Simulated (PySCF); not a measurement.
Species: C₃H₃FN₂OS.
Cartesian coordinates in Å at the GFN2-xTB level; atoms count from 1:
```
atom  x, y, z in Å
C1    -1.840   -0.421   -0.083
O2    -0.854    0.530   -0.452
C3     0.389    0.235   -0.069
N4     0.722   -0.870    0.616
N5     1.948   -0.983    0.895
S6     2.880    0.260    0.352
C7     1.503    1.025   -0.323
F8     1.547    2.181   -0.971
H9    -1.622   -1.396   -0.525
H10   -2.780   -0.032   -0.468
H11   -1.887   -0.527    1.003
```

Computed, not measured: PySCF, TDDFT wB97X-D/def2-SVPD, vertical, gas phase, core orbitals frozen in the response.

Question: What does the calculation give for the low-lying excited states?

Answer: 

```json
{"state": "S1", "E (eV)": "4.20", "λ (nm)": "295.5", "ν̃ (cm⁻¹)": "33840", "f": "0.0019", "|μ| (D)": "0.35", "symmetry": "–", "main configurations (H = HOMO, L = LUMO)": "H-1→L (98%)"}
{"state": "S2", "E (eV)": "4.86", "λ (nm)": "254.9", "ν̃ (cm⁻¹)": "39230", "f": "0.052", "|μ| (D)": "1.68", "symmetry": "A′", "main configurations (H = HOMO, L = LUMO)": "H→L (92%)"}
{"state": "S3", "E (eV)": "5.26", "λ (nm)": "235.9", "ν̃ (cm⁻¹)": "42390", "f": "0.0018", "|μ| (D)": "0.30", "symmetry": "–", "main configurations (H = HOMO, L = LUMO)": "H→L+1 (94%)"}
{"state": "S4", "E (eV)": "5.76", "λ (nm)": "215.1", "ν̃ (cm⁻¹)": "46480", "f": "0.030", "|μ| (D)": "1.17", "symmetry": "A′", "main configurations (H = HOMO, L = LUMO)": "H-1→L+1 (72%), H-2→L (19%)"}
{"state": "S5", "E (eV)": "6.46", "λ (nm)": "191.9", "ν̃ (cm⁻¹)": "52110", "f": "0.0001", "|μ| (D)": "0.06", "symmetry": "–", "main configurations (H = HOMO, L = LUMO)": "H-2→L+1 (93%)"}
{"state": "S6", "E (eV)": "6.57", "λ (nm)": "188.7", "ν̃ (cm⁻¹)": "53010", "f": "0.086", "|μ| (D)": "1.86", "symmetry": "A′", "main configurations (H = HOMO, L = LUMO)": "H-2→L (69%), H-1→L+1 (17%)"}
{"state": "S7", "E (eV)": "6.94", "λ (nm)": "178.6", "ν̃ (cm⁻¹)": "55990", "f": "0.0021", "|μ| (D)": "0.28", "symmetry": "A″", "main configurations (H = HOMO, L = LUMO)": "H→L+2 (67%), H→L+4 (14%), H→L+3 (12%)"}
{"state": "S8", "E (eV)": "7.03", "λ (nm)": "176.4", "ν̃ (cm⁻¹)": "56690", "f": "0.0027", "|μ| (D)": "0.32", "symmetry": "A″", "main configurations (H = HOMO, L = LUMO)": "H-4→L (84%)"}
```

Triplets, Tamm–Dancoff:

```json
{"state": "T1", "E (eV)": "3.24", "λ (nm)": "382.7", "main configurations (H = HOMO, L = LUMO)": "H→L (93%)"}
{"state": "T2", "E (eV)": "3.48", "λ (nm)": "356.6", "main configurations (H = HOMO, L = LUMO)": "H-1→L (95%)"}
{"state": "T3", "E (eV)": "4.66", "λ (nm)": "265.9", "main configurations (H = HOMO, L = LUMO)": "H-2→L (93%)"}
```

The lowest singlet lies at 4.20 eV (295 nm, ultraviolet) and is very weak; its leading configuration is HOMO-1→LUMO (98%). The strongest level in the table is S6 at 6.57 eV (189 nm, f = 0.086). Löwdin shares by element: HOMO carbon 35% or more, oxygen 24%, nitrogen 16% or more (atoms not listed hold the other 25%); LUMO nitrogen 45%, sulfur 26%, carbon 18% or more. Orbital energies (eV): HOMO-3 -12.28, HOMO-2 -10.79, HOMO-1 -9.62, HOMO -9.04, LUMO -0.03, LUMO+1 0.94, LUMO+2 2.18. Of the 8 states listed, 3 reach f = 0.01 and 1 stays under 0.0005. The oscillator strengths of these states sum to 0.177; summed over the whole spectrum of an exact calculation they would give the number of electrons, 68 (Thomas–Reiche–Kuhn). Symmetry labels in Cs follow from the direction of the transition dipole and are given only for states with f of 0.002 or more. Only the lowest 8 singlets were computed, as vertical energies without vibronic structure.

One conformer stands for the species.
